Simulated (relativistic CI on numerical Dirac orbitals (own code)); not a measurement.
**Ti+ in a cubic cluster: 2p photoemission with charge transfer**

Computed with a charge-transfer multiplet model of a cubic metal-ligand cluster with up to one ligand hole, Slater and spin-orbit integrals from Dirac-Coulomb-Breit ions, Slater integrals scaled by 0.7. The ground state mixes d3 with configurations of k ligand holes L, whose averages lie at kΔ + k(k − 1)U_dd/2; a core hole lowers each added d electron by U_cd. 20 K, Lorentzian 0.6 eV and Gaussian 0.8 eV FWHM.

Atomic integrals in eV (Slater integrals scaled, ζ unscaled), ground: F2dd 4.733, F4dd 2.905, zeta_d 0.009; with the core hole: F2dd 6.408, F4dd 3.990, zeta_d 0.022, zeta_core 3.746, F2cd 3.430, G1cd 2.435, G3cd 1.380.

Cluster parameters (eV): U_dd = 5.2, U_cd = 6, 10Dq = 0.45, 10Dq(ligand) = 0.7, V(eg) = 1.3, V(t2g) = -0.67, final-state hopping factor = 0.9.

```csv
Case,n_d,d3,d4L,S
Δ = 4.6 eV,3.19,0.81,0.19,1.50
Δ = 7.6 eV,3.10,0.90,0.10,1.50
Δ = 9.6 eV,3.07,0.93,0.07,1.50
```

Weights, n_d and S are thermal averages at 20 K. Binding energies count from the first peak over 30 % of the highest in each spectrum, which can be another peak from case to case. The parameters are a model scan and need not match a compound or its usual spin state. Peaks in eV (height, largest 100):
- Δ = 4.6 eV: 0.0 (100), 2.6 (34), 6.3 (84), 11.9 (16)
- Δ = 7.6 eV: 0.0 (100), 2.6 (20), 6.2 (61)
- Δ = 9.6 eV: 0.0 (100), 6.1 (55)

Curve for Δ = 7.6 eV (points under 2 left out, the grid thinned):

| E (eV) | Intensity |
| --- | --- |
| -3.4 | 2.0 |
| -3.0 | 2.6 |
| -2.6 | 3.4 |
| -2.3 | 4.4 |
| -1.9 | 6.7 |
| -1.5 | 11.9 |
| -1.2 | 21.4 |
| -0.8 | 49.4 |
| -0.4 | 86.1 |
| 0.0 | 100.0 |
| 0.4 | 89.7 |
| 0.7 | 71.0 |
| 1.1 | 42.0 |
| 1.5 | 24.9 |
| 1.8 | 20.5 |
| 2.2 | 19.6 |
| 2.6 | 19.9 |
| 3.0 | 19.0 |
| 3.4 | 17.5 |
| 3.7 | 16.3 |
| 4.1 | 14.9 |
| 4.5 | 14.9 |
| 4.8 | 17.4 |
| 5.2 | 25.9 |
| 5.6 | 42.3 |
| 6.0 | 58.9 |
| 6.4 | 57.0 |
| 6.7 | 43.6 |
| 7.1 | 26.6 |
| 7.5 | 17.8 |
| 7.8 | 14.1 |
| 8.2 | 10.7 |
| 8.6 | 8.6 |
| 9.0 | 7.6 |
| 9.4 | 6.7 |
| 9.7 | 5.8 |
| 10.1 | 4.8 |
| 10.5 | 4.1 |
| 10.8 | 3.9 |
| 11.2 | 4.1 |
| 11.6 | 4.7 |
| 12.0 | 4.7 |
| 12.4 | 3.7 |
| 12.7 | 2.8 |
| 13.1 | 2.1 |

For the case Δ = 7.6 eV, Δ = 7.6 eV is larger than U_dd = 5.2 eV, the Mott-Hubbard side of the Zaanen-Sawatzky-Allen scheme. With the core hole the configuration with one ligand hole lies at Δ − U_cd = -1.4, 1.6, 3.6 eV from the one without, in the order of the table; where this is negative the screened configuration lies lower, though the effective hopping of about 2.5 eV (from the holes of the mixed ground state) mixes the two strongly wherever it is as large as the gap.

With at most 1 ligand hole the space is cut while the next configuration still counts, so covalency is underestimated, and a final configuration with one more ligand hole, which can lie low, is missing from the spectra.
